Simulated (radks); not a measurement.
Species: Tc3+. Configuration: [Kr] 4d3 7p1 (not the ground configuration). Calculated with a radial shooting solver on a logarithmic mesh with Libxc functionals: Dirac Kohn-Sham, PBEsol, spin-unpolarised, spherical densities, point nucleus; open shells fill j = l - 1/2 first.

Normalised radial functions P(r) = r R(r) (large component), r in bohr:

```
   r/bohr * 4p1/2, o 4p3/2, + 4d3/2 (the largest magnitude, 1.06, reaches the edge; | marks zero, & curves that meet)
 0.005723                             &
 0.007882                             +&
  0.01077                             +&
  0.01483                             + &
  0.02042                             +  &
  0.02812                             +   &
  0.03873                             |+    &
  0.05291                             |+      &
  0.07286                             | +      &
   0.1003                             |    +  &
   0.1382                             | *o   +
   0.1888                       *o    |         +
     0.26               *o            |          +
    0.358                &            |       +
    0.493                           o &
    0.679                  +          |               o*
   0.9276         +                   |                         o*
    1.277      +                      |                       &
    1.759           +                 |           *o
    2.422                    +        |   &
    3.309                          +  |&
    4.558                            +&
    6.276                             &
    8.643                             &
     11.9                             &
    16.26                             &
    22.39                             &
```

4p1/2: eigenvalue -88.625 eV, 2 radial nodes at r = 0.152, 0.496 bohr, <r> = 1.12 bohr, 90 % of the charge inside 1.65 bohr. 4p3/2: eigenvalue -85.512 eV, 2 radial nodes at r = 0.157, 0.509 bohr, <r> = 1.15 bohr, 90 % of the charge inside 1.69 bohr. 4d3/2: eigenvalue -45.424 eV, 1 radial node at r = 0.499 bohr, <r> = 1.44 bohr, 90 % of the charge inside 2.19 bohr.
